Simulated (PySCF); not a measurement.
State search for CdC⁺

Unrestricted PBE0; Cd def2-SVPD with ECP28, C def2-SVPD; scalar-relativistic core potentials (PySCF 2.14). Outer shells of the fragments: Cd+ 4d10 5s1; C 2s2 2p2.

Followed along the bond (rough minima from three points):

```csv
2Ms+1,unpaired,⟨S²⟩ at the start,R at minimum (Å),Te (eV)
2,π ↑,0.85,2.29,0.00
4,"σ ↑, π ↑↑",3.76,2.09,0.35
2,"σ ↓, π ↑↑",1.77,2.23,1.08
2,"σ ↑, π ↑↓",1.77,2.13,1.21
4,"σ ↑↑, π ↑",3.75,none in the scan,≤ 1.25
```

Solutions found at the starting distance of 2.210 Å, counted from the lowest of them; the search is not exhaustive and high or unbound solutions are not listed, so other states can lie among these:

```tsv
2Ms+1	unpaired	term	E (eV)	⟨S²⟩	⟨Lz²⟩	μ (D)
2	π ↑	²Π	0.00	0.85	1.00	-0.33
4	σ ↑, π ↑↑	⁴Σ⁻	0.40	3.76	0.00	-1.90
2	σ ↓, π ↑↑	mixed	1.06	1.77	0.00	-1.53
2	σ ↑, π ↑↓	mixed	1.21	1.77	2.01	-1.76
4	σ ↑↑, π ↑	⁴Π	1.49	3.75	1.00	2.77
2	σ ↑	²Σ⁺	2.28	0.75	0.00	3.39
```

A term symbol is given only where ⟨S²⟩ and ⟨Lz²⟩ are close to those of a pure state; real π, δ and φ orbitals otherwise mix terms. A positive dipole points towards C; it is taken about the centre of mass and depends on that origin.

Task: Compare the gap between the two lowest followed solutions at the starting distance with the gap between their minima.

Result: At PBE0 the second solution (quartet, unpaired electrons σ ↑, π ↑↑) lies +0.40 eV from the first (doublet, unpaired electrons π ↑) at 2.210 Å and +0.35 eV at the minima; the two curves relax by different amounts, since their minima lie near 2.09 and 2.29 Å.

Spin–orbit coupling is left out. Counting both spins, an empty level lies below a filled one in some of these solutions, because spin and occupation are held.
